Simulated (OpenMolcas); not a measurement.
C⁺: effect of the active space

```yaml
Program: OpenMolcas 26.06
Method: XMS-CASPT2 or its RAS form, IPEA 0.25 Eh, imaginary shift 0.1 Eh
Basis: ANO-RCC-VTZP
Scalar_Hamiltonian: DKH2, point nucleus
Spin-orbit_coupling: RASSI with atomic mean-field integrals over the reference wave functions, term energies averaged over their components
```

A. 3 electrons in 4 orbitals (2s 2p); 2S+1 = 4 odd, 1 root; 2S+1 = 2 odd, 11 roots; 2S+1 = 4 even, 3 roots; 2S+1 = 2 even, 9 roots; closed shells correlated: 1s; CASPT2 step roughly 2 core-seconds
B. 3 electrons in 8 orbitals (2s 2p 3s 3p); 2S+1 = 4 odd, 1 root; 2S+1 = 2 odd, 11 roots; 2S+1 = 4 even, 3 roots; 2S+1 = 2 even, 9 roots; closed shells correlated: 1s; CASPT2 step of the order of 6 core-seconds
C. 3 electrons in 9 orbitals (RAS2 2s 2p; RAS3 3d, at most 2 electrons); 2S+1 = 4 odd, 1 root; 2S+1 = 2 odd, 11 roots; 2S+1 = 4 even, 3 roots; 2S+1 = 2 even, 9 roots; closed shells correlated: 1s; CASPT2 step of the order of 12 core-seconds

Energies in cm-1 above 2s2 2p 2P* 1/2, the measured ground level; measured values from NIST Handbook of Basic Atomic Spectroscopic Data.

```tsv
Level	A	B	C	Measured
2s2 2p 2P* 1/2	0.0	0.0	0.0	0.0
2s2 2p 2P* 3/2	57.2	59.2	56.2	63.4
2s 2p2 4P 1/2	42980	42540	42690	43003
2s 2p2 4P 3/2	43010	42560	42710	43025
2s 2p2 4P 5/2	43040	42600	42740	43054
2s 2p2 2D 3/2	74830	74250	75280	74933
2s 2p2 2D 5/2	74830	74260	75280	74930
2s 2p2 2S 1/2	98590	98190	98310	96494
2s 2p2 2P 1/2	113340	112200	112010	110624
2s 2p2 2P 3/2	113380	112250	112050	110666
2p3 4S* 3/2	142830	142200	142150	142027
2p3 2D* 3/2	152180	147870	151200	
2p3 2D* 5/2	152180	147880	151200	150462
```

Deviations, from unrounded energies. A percentage is the sum of absolute deviations over the sum of measured energies, with the sign that they share, or ± where signs differ.

| Against measurement | Levels | A | B | C |
| --- | --- | --- | --- | --- |
| mean absolute deviation (cm-1) | 11 | 940 | 940 | 650 |
| fine structure of the ground term (%) | 1 | -9.8 | -6.6 | -11.4 |
| other configurations (%) | 10 | ±1.2 | ±1.2 | ±0.8 |

C lies closest to measurement on these levels and B furthest from it. The largest miss of C in the table is 2s 2p2 2S 1/2, by +1800 cm-1. The ranking rests on the paired levels alone, and a cruder setting can come out closer through cancelling errors.

The two smallest mean deviations differ by little beside CASPT2's spread within terms, so their order carries little weight.

Among A to C the level of the table that moves most is 2p3 2D* 3/2, by 4300 cm-1 (lowest in B, highest in A). Moves below CASPT2's spread within the term are not significant.

CASPT2 breaks the degeneracy within a term, and the mean is taken; among the terms shown or strongly mixed into the levels shown the widest spread is 1600 cm-1 (2p3 2D*, A). Over all roots computed the reference weight is 0.93 to 0.99 in A, 0.89 to 0.99 in B; the roots of lowest weight are the least certain, and an intruder state may touch them. The run also gave levels led by 2s2 3p, which use shells meant for correlation; these and all levels above them are left out (holds for B). Active for correlation alone: 3d; no level in the range computed is led by a configuration that fills it, so any true level of that kind is missing (holds for C). Measured partners are found by configuration, term and J. A level has none where our copy of the source lacks it or the pairing is in doubt (some pairs that miss far off the trend of their configuration count as doubtful), and it then counts in no deviation. Levels of configurations outside the active space are missing. Levels that lie high or do not pair safely by name in every column are left out.

* marks odd parity.
